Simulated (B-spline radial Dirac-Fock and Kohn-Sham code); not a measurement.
Total and shell-resolved photoionisation of Pb⁴⁺

System: lead as Pb⁴⁺ in the configuration [Xe] 4f14 5d10.

Level of theory: a relativistic central-field model (Hartree-Slater potential of the initial state, Latter tail, multipole expansion of the photon field, Dirac-Fock thresholds); a B-spline atomic structure program.

Computed thresholds (eV): K 88050.8, L1 15918.2, L2 15250.2, L3 13085.7, M1 3908.7, M2 3610.3, M3 3122.3, M4 2637.6, M5 2535.5, N1 950.1, N2 820.7, N3 700.4, N4 489.6, N5 467.2, N6 192.0, N7 187.1, O1 204.3, O2 158.7, O3 136.4, O4 69.95, O5 67.27.

| photon energy (eV) | total (b) | K (%) | L (%) | M (%) | N (%) | O (%) |
| --- | --- | --- | --- | --- | --- | --- |
| 74.7 | 1.186e+07 | – | – | – | – | 100.0 |
| 79.7 | 9.066e+06 | – | – | – | – | 100.0 |
| 84.9 | 6.842e+06 | – | – | – | – | 100.0 |
| 153 | 803500 | – | – | – | – | 100.0 |
| 156 | 749200 | – | – | – | – | 100.0 |
| 171 | 751100 | – | – | – | – | 100.0 |
| 220 | 1.929e+06 | – | – | – | 75.0 | 25.0 |
| 280 | 4.177e+06 | – | – | – | 90.7 | 9.3 |
| 309 | 4.815e+06 | – | – | – | 92.4 | 7.6 |
| 842 | 2.385e+06 | – | – | – | 93.2 | 6.8 |
| 1470 | 850600 | – | – | – | 91.4 | 8.6 |
| 2080 | 407700 | – | – | – | 90.2 | 9.8 |
| 2380 | 302800 | – | – | – | 89.7 | 10.3 |
| 5770 | 175600 | – | – | 78.6 | 18.6 | 2.8 |
| 7800 | 82060 | – | – | 78.3 | 18.7 | 3.0 |
| 8710 | 61860 | – | – | 78.2 | 18.8 | 3.1 |
| 13600 | 48850 | – | 60.0 | 31.1 | 7.5 | 1.3 |
| 18900 | 33270 | – | 75.4 | 19.0 | 4.7 | 0.8 |
| 25300 | 15570 | – | 75.9 | 18.6 | 4.6 | 0.9 |
| 57000 | 1753 | – | 76.4 | 18.1 | 4.6 | 0.9 |
| 80200 | 686.9 | – | 76.5 | 18.0 | 4.6 | 0.9 |

Run: 7.3 s of CPU time on 1 thread of Neoverse-N1 (shared host), peak memory 0.42 GiB.
